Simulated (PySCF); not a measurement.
```xyz
3

Br    -1.6752    -0.2835     0.0000
B     -0.0002     0.5659     0.0000
Br     1.6754    -0.2823     0.0000
```

Charge 0, multiplicity 2.

**Question.** Give the Mulliken and meta-Löwdin atomic charges from ωB97X-D3(BJ)/def2-TZVP // PBE0-D3(BJ)/def2-TZVP (PySCF).

**Answer.** 
```
atom  Mulliken (e)  meta-Löwdin (e)
----  ------------  ---------------
Br1           0.00             0.02
B2            0.00            -0.04
Br3           0.00             0.02
```
